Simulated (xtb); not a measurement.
Input for xtb: GFN1-xTB on H2O (SMILES O).

```
$ xtb mol.xyz --gfn 1 --sp --chrg 0 --uhf 0
3

O     -0.00000000     0.00000000     0.38961139
H      0.00000000     0.76498632    -0.19485569
H      0.00000000    -0.76498632    -0.19485569
```

### Question
What total energy does the run end on?

### Answer
-5.7687 hartree.
